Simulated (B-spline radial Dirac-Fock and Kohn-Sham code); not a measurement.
Level of theory: independent-particle photoionisation in a Dirac-Hartree-Slater potential with a Latter tail, all multipoles, thresholds from Dirac-Fock ΔSCF; a B-spline atomic structure program. Kinetic energies are from the vacuum level. Open shells are spread statistically over j, without multiplet splitting. Without correlation, outer binding energies are uncertain by a few eV, most for open f shells.

Q: A free atom or ion in its tabulated ground configuration is ionised with 9380 eV photons and gives these photoelectron lines. Identify it and assign the lines.

| kinetic energy (eV) | relative cross section |
| --- | --- |
| 6080.8 | 100.0 |
| 8753.0 | 8.3 |
| 8790.4 | 0.24 |
| 8792.6 | 0.46 |

A: Cl¹¹⁺, [He] 2s2 2p2. Binding energies are hν less the kinetic energy: 1s 3299.2 eV, 2s 627.0 eV, 2p1/2 589.6 eV, 2p3/2 587.4 eV.

Q: A free atom or ion in its tabulated ground configuration is ionised with 756 eV photons and gives these photoelectron lines. Identify it and assign the lines.

```tsv
kinetic energy (eV)	relative cross section
102.0	36.1
197.3	50.9
201.8	100.0
577.3	6.9
599.7	2.1
600.4	4.0
```

A: Sc⁷⁺, [Ne] 3s2 3p2. Binding energies are hν less the kinetic energy: 2s 654.0 eV, 2p1/2 558.7 eV, 2p3/2 554.2 eV, 3s 178.7 eV, 3p1/2 156.3 eV, 3p3/2 155.6 eV.

Q: A free atom or ion in its tabulated ground configuration is ionised with 600 eV photons and gives these photoelectron lines. Identify it and assign the lines.

| kinetic energy (eV) | relative cross section |
| --- | --- |
| 479.9 | 45.1 |
| 516.4 | 50.8 |
| 517.7 | 100.0 |
| 569.7 | 12.9 |
| 569.8 | 19.0 |

A: Mn²⁺, [Ar] 3d5. Binding energies are hν less the kinetic energy: 3s 120.1 eV, 3p1/2 83.59 eV, 3p3/2 82.35 eV, 3d3/2 30.34 eV, 3d5/2 30.22 eV.

Q: A free atom or ion in its tabulated ground configuration is ionised with Cr Kα (5414.7 eV) photons and gives these photoelectron lines. Identify it and assign the lines.

```
kinetic energy (eV)  relative cross section
             4019.3                    50.4
             4179.3                    55.4
             4260.4                   100.0
             4537.8                    39.6
             4554.6                    54.9
             5105.9                    12.2
             5166.8                    11.6
             5184.1                    20.8
             5285.9                     7.1
             5288.8                     9.8
             5354.3                     2.3
             5373.0                     1.8
             5375.6                     3.2
             5396.5                   0.069
             5396.7                   0.095
```

A: La²⁺, [Xe] 5d1. Binding energies are hν less the kinetic energy: 3s 1395.4 eV, 3p1/2 1235.4 eV, 3p3/2 1154.3 eV, 3d3/2 876.9 eV, 3d5/2 860.1 eV, 4s 308.8 eV, 4p1/2 247.9 eV, 4p3/2 230.6 eV, 4d3/2 128.8 eV, 4d5/2 125.9 eV, 5s 60.45 eV, 5p1/2 41.69 eV, 5p3/2 39.08 eV, 5d3/2 18.20 eV, 5d5/2 18.04 eV.

Values without a named source are computed, but for edge energies of neutral atoms, which are taken from tables.
